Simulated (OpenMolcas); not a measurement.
**Levels of Ru IV by method**

```
Program             : OpenMolcas 26.06
Basis               : ANO-RCC-VTZP [7s6p4d2f1g]
Scalar Hamiltonian  : DKH2, point nucleus
Active space        : 5 electrons in 10 orbitals (4d 5d)
State averaging     : 2S+1 = 6 even, 1 root; 2S+1 = 4 even, 24 roots; 2S+1 = 2 even, 67 roots
Spin-orbit coupling : state interaction with AMFI integrals over the reference wave functions, term energies averaged over their components
```

Methods on the same reference wave functions:
A. CASSCF
B. SS-CASPT2, IPEA 0.25 Eh, imaginary shift 0.1 Eh (closed shells correlated: 4s 4p)
C. MS-CASPT2, IPEA 0.25 Eh, imaginary shift 0.1 Eh (closed shells correlated: 4s 4p)

Energies in eV above 4d5 6S 5/2.

```
               Level       A       B       C
          4d5 6S 5/2  0.0000  0.0000  0.0000
          4d5 4G 5/2  3.3332   2.968   2.968
          4d5 4G 7/2  3.3609   2.999   2.999
         4d5 4G 11/2  3.3752   3.016   3.016
          4d5 4G 9/2  3.3791   3.019   3.019
   4d5 4P 5/2 [57 %]  3.7627   3.272   3.272
   4d5 4P 3/2 [60 %]  3.8133   3.325   3.325
   4d5 4P 1/2 [72 %]  3.8818   3.411   3.411
          4d5 4D 7/2  4.1402   3.560   3.560
   4d5 4D 1/2 [73 %]  4.2120   3.658   3.658
   4d5 4D 3/2 [60 %]  4.2645   3.727   3.727
   4d5 4D 5/2 [59 %]  4.2667   3.727   3.727
         4d5 2I 11/2  4.7964   4.393   4.393
         4d5 2I 13/2  4.8574   4.460   4.460
4d5 2D 5/2(1) [51 %]  5.2581   4.649   4.650
4d5 2D 3/2(1) [55 %]  5.3904   4.741   4.742
   4d5 4F 7/2 [59 %]  5.5259   4.862   4.861
          4d5 4F 9/2  5.5387   4.865   4.865
          4d5 4F 5/2  5.5965   4.934   4.933
4d5 2F 7/2(1) [62 %]  5.6780   5.075   5.075
   4d5 4F 3/2 [55 %]  5.7417   5.088   5.087
         4d5 2H 11/2  6.0359   5.521   5.521
       4d5 2G 7/2(1)  6.1101   5.390   5.390
       4d5 2F 5/2(2)  6.5406   5.700   5.696
```

Between B and C the level of the table that moves most is 4d5 2F 5/2(2), by 25 cm-1 (lowest in C, highest in B). Moves below CASPT2's spread within the term are not significant.

From A to B the spin-free energies of the other terms of 4d5 shown, above 6S, scale by factors of 0.86 to 0.92, as is usual when dynamic correlation screens the repulsion within a d or f shell.

The lowest spin-free term lies below A's lowest term by 0.349 hartree in B, 0.349 hartree in C.

CASPT2 breaks the degeneracy within a term, and the mean is taken; among the terms shown or strongly mixed into the levels shown the widest spread is 950 cm-1 (4d5 2I, C). Active for correlation alone: 5d; no level in the range computed is led by a configuration that fills it, so any true level of that kind is missing. Without dynamic correlation excited terms often stand tens of per cent too high (terms of higher spin than the ground term too low), and those without a measured partner can miss by more than the paired ones (holds for A). The CASPT2 spread within a term exceeds the gap to the next term for 4d5 2D(1) and 4d5 4F, so the order of their levels is uncertain, and so are names and mixing where such terms share a J (holds for C). Only configurations of the active space appear. Levels that lie high or do not pair safely by name in every column are left out.

A share in square brackets marks a mixed level and gives the weight of the term that names it, the lowest over the columns. A number in round brackets counts repeated terms of one configuration in the order of the reference energies.
